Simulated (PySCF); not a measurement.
# SMILES C(=C(C#C)C)=CF, C6H5F

Geometry:
```tsv
atom	x (Å)	y (Å)	z (Å)
C1	-1.913	1.882	0.256
C2	-1.114	0.995	0.128
C3	-0.204	-0.083	-0.021
C4	-0.807	-1.451	-0.178
C5	1.087	0.137	-0.034
C6	2.364	0.341	-0.049
F7	3.125	0.317	1.073
H8	-2.601	2.666	0.370
H9	-1.417	-1.683	0.694
H10	-1.451	-1.472	-1.056
H11	-0.028	-2.202	-0.283
H12	2.959	0.552	-0.928
```

Level of theory: PySCF 2.14.0, TDDFT CAM-B3LYP/def2-SVPD circular dichroism and optical rotation, one conformer, gas phase. Geometry: GFN2-xTB.

No stereocentre is labelled: unless the shape is locked (an allene, a helicene, a hindered biaryl), the mirror image is equally populated and a measured rotation or CD is zero.

Q: List the lowest 8 singlet excitations with oscillator and rotatory strengths.

A: Rotatory strengths R in 10⁻⁴⁰ esu² cm², velocity form and length form (origin at the centre of mass); f in length form.
```
state  E (eV)  λ (nm)       f  R (velocity)  R (length)                                    main
    1    4.80     258  0.0005          +0.3        +0.4                        HOMO−1→LUMO 0.97
    2    5.56     223   0.004         -22.4       -23.0                        HOMO−2→LUMO 0.89
    3    5.66     219   0.290         +31.2       +31.5                          HOMO→LUMO 0.83
    4    5.97     208  0.0003          -3.1        -2.9      HOMO→LUMO+1 0.59, HOMO→LUMO+2 0.30
    5    6.94     179   0.002          -2.2        -1.9      HOMO→LUMO+5 0.53, HOMO→LUMO+2 0.14
    6    7.12     174   0.009         -18.2       -18.8      HOMO→LUMO+2 0.46, HOMO→LUMO+5 0.19
    7    7.29     170   0.052          +3.1        +3.8    HOMO−3→LUMO 0.41, HOMO−2→LUMO+1 0.14
    8    7.41     167   0.095         +31.0       +31.8  HOMO−1→LUMO+1 0.43, HOMO−1→LUMO+2 0.31
```

Among the states computed, the strongest CD band (largest |R|) is state 3. The largest dissymmetry factor in size, g = 4R/(D+G), with D and G the electric and magnetic dipole strengths, is -0.075 for state 4 (velocity form, f = 0.0004), among bands with |R| over 0.5. The mirror image has the same energies and oscillator strengths and all R with the opposite sign.
